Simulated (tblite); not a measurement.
C6H9O3 (doublet state).
SMILES with atom numbers: `[CH2:1][CH2:2][CH2:3][C:4](=[O:5])[O:6][C:7]([CH3:8])=[O:9]` (hydrogens: H10, H11 on C1; H12, H13 on C2; H14, H15 on C3; H16, H17, H18 on C8)

Structure optimised with GFN2-xTB, isolated species. This method treats the open shell by occupation alone, without spin polarisation.

**Question.** List the bond lengths, angles and torsions at this level.

**Answer.** 
```tsv
bond	length (Å)
C1–C2	1.471
C2–C3	1.528
C3–C4	1.507
C4=O5	1.189
C4–O6	1.378
O6–C7	1.378
C7–C8	1.502
C7=O9	1.189
C1–H10, C1–H11	1.072
C2–H12, C2–H13	1.099
C3–H14, C3–H15	1.092
C8–H16, C8–H17, C8–H18	1.087
```

Bonds in one row agree within 0.01 Å and their mean is given. A selection of angles:
```tsv
angle	degrees
C1–C2–C3	112.7
C2–C3–C4	111.7
C3–C4–O5	126.5
C3–C4–O6	108.6
O5–C4–O6	124.8
C4–O6–C7	123.6
O6–C7–C8	108.6
O6–C7–O9	124.9
C8–C7–O9	126.5
```

Torsions: C1–C2–C3–C4 -174° (antiperiplanar); C2–C3–C4–O5 8° (synperiplanar); C3–C4–O6–C7 178° (antiperiplanar); C4–O6–C7–C8 177° (antiperiplanar). The mirror-image conformer, all signs reversed, is as good.

C4 (carbon bonded to C and 2 O) is planar (angles 126.5°, 124.8° and 108.6°, sum 360.0°, 0.01 Å off the plane of its three neighbours). Of the pairs four or more bonds apart, O5···O9 is among the closest relative to their van der Waals radii: 2.71 Å, 89 % of the sum of Bondi's values. C7 (carbon bonded to C and 2 O) is planar (angles 126.5°, 124.9° and 108.6°, sum 360.0°, 0.00 Å off the plane of its three neighbours). O6 (oxygen bonded to 2 C) is bent (angle 123.6°). C1 (carbon bonded to C and 2 H) is planar (angles 120.9°, 120.1° and 118.7°, sum 359.7°, 0.04 Å off the plane of its three neighbours). The C–C distances run from 1.471 Å (C1–C2, drawn single) to 1.528 Å (C2–C3, drawn single), a spread of 0.057 Å. The 4 C–O bonds span 1.189 Å (C7=O9, drawn double) to 1.378 Å (C4–O6, drawn single), a spread of 0.189 Å.

Point group: C1 (no symmetry element, even within 0.4 Å). GFN2-xTB frequencies show an imaginary mode (20i cm⁻¹), so the point is no minimum at that level. Torsions: H–C1–C2–C3 21° and -166°, C1–C2–C3–C4 -174°, C2–C3–C4–O5 8°, C3–C4–O6–C7 178°, C4–O6–C7–C8 177°. 3 starts were optimised and ended at 0.00, 0.01 and 0.40 kcal/mol (GFN2-xTB); the lowest of these is shown.

The numbers are calculated, not measured.
